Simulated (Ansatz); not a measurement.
`C1COCOCCO1`, relaxed with RKS PBE0-D4/def2-TZVP in the Gaussian-basis code of Ansatz from a PBE-D4/def2-SVP geometry. The force threshold is 0.005 eV/Å; the program also tests the step.

The species carries charge 0 and has multiplicity 1.

Start:

```xyz
18

C    -1.359    0.086    1.048
C    -0.516    1.361    1.006
O    -0.125    1.791   -0.287
C     1.045    1.247   -0.837
O     0.875    0.074   -1.587
C     0.965   -1.169   -0.911
C    -0.334   -1.665   -0.274
O    -0.624   -1.121    0.998
H    -1.902    0.073    2.020
H    -2.121    0.130    0.234
H     0.375    1.221    1.667
H    -1.123    2.190    1.430
H     1.411    2.007   -1.558
H     1.809    1.081   -0.031
H     1.277   -1.910   -1.679
H     1.758   -1.140   -0.125
H    -1.175   -1.494   -0.989
H    -0.237   -2.763   -0.123
```

Q: By how much does the energy fall, and how many steps does the optimiser take? (An estimate is asked.)

A: Computed: 1.84 kcal/mol, in 9 steps, 2 of them rejected.

Q: Which bonds change most? (An estimate is asked.)

A: Computed: C4–H14 from 1.123 to 1.102 Å; C7–H17 from 1.117 to 1.098 Å; C1–H10 from 1.117 to 1.098 Å; C2–H11 from 1.118 to 1.099 Å.

Q: Give the relaxed structure. (Estimate.)

A: Computed: 
```xyz
18

C    -1.339    0.089    1.043
C    -0.531    1.368    0.994
O    -0.127    1.771   -0.293
C     1.045    1.225   -0.809
O     0.865    0.077   -1.576
C     0.955   -1.169   -0.928
C    -0.322   -1.647   -0.271
O    -0.570   -1.087    0.994
H    -1.867    0.065    2.002
H    -2.089    0.100    0.242
H     0.340    1.268    1.658
H    -1.154    2.182    1.377
H     1.443    1.976   -1.493
H     1.762    1.029    0.004
H     1.229   -1.888   -1.706
H     1.760   -1.157   -0.180
H    -1.169   -1.474   -0.948
H    -0.232   -2.727   -0.111
```
